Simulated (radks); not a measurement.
All-electron atom: V I in [Ar] 3d3 4s2. Method: Dirac Kohn-Sham, PBE, spin-unpolarised, spherical densities, point nucleus; open shells are shared between the two j in proportion to 2j + 1; computed with a radial shooting solver on a logarithmic mesh with Libxc functionals.

Normalised radial functions P(r) = r R(r) (large component), r in bohr:

```
   r/bohr * 3d3/2 (the largest magnitude, 0.814, reaches the edge; | marks zero)
 0.008475 *
  0.01112 *
   0.0146 *
  0.01901 *
  0.02496 *
  0.03276 *
  0.04299 *
  0.05643 |*
  0.07408 |*
  0.09723 |  *
   0.1276 |    *
   0.1675 |       *
   0.2199 |             *
   0.2886 |                     *
   0.3788 |                               *
   0.4972 |                                         *
   0.6527 |                                                  *
   0.8567 |                                                      *
    1.124 |                                                    *
    1.464 |                                            *
    1.922 |                                  *
    2.523 |                       *
    3.311 |              *
    4.346 |       *
    5.705 |  *
    7.488 |*
    9.829 *
```

3d3/2: eigenvalue -5.205 eV, 0 radial nodes, <r> = 1.45 bohr, 90 % of the charge inside 2.57 bohr.
